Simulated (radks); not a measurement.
Results of a calculation; reference values are marked as such.
All-electron atom: the technetium ion Tc2+ in [Kr] 4d5 (the NIST ground configuration).

Code: a radial shooting solver on a logarithmic mesh with Libxc functionals. Model: Dirac Kohn-Sham, PBE, spin-unpolarised, spherical densities, finite nucleus; open shells fill j = l - 1/2 first; Fermi nuclear charge, rms radius 4.4112 fm.

Energy parts (hartree):
total: -4285.38339
kinetic: 4451.38611
electron-nucleus: -10331.36135
Hartree: 1722.68640
exchange-correlation: -128.09454

Orbitals (lengths in bohr, moments of r in powers of bohr; r(max) is where P^2 peaks):
orbital	occ.	eigenvalue (hartree)	<r^4>	r(max)
1s1/2	2	-767.0947	6.520e-06	0.02228
2s1/2	2	-109.9231	0.001196	0.1263
2p1/2	2	-101.4088	0.0007910	0.09814
2p3/2	4	-97.06298	0.0008905	0.1020
3s1/2	2	-19.63583	0.06033	0.3725
3p1/2	2	-16.36345	0.06188	0.3595
3p3/2	4	-15.63676	0.06824	0.3689
3d3/2	4	-9.84845	0.06895	0.3099
3d5/2	6	-9.70878	0.07116	0.3126
4s1/2	2	-3.28724	2.430	0.9501
4p1/2	2	-2.33252	3.637	1.007
4p3/2	4	-2.22439	4.032	1.032
4d3/2	4	-0.83073	18.10	1.258
4d5/2	1	-0.81945	18.82	1.269

The highest occupied level is 4d5/2 at -22.298 eV. The density falls to 0.001 e/bohr^3 at r = 3.55 bohr.
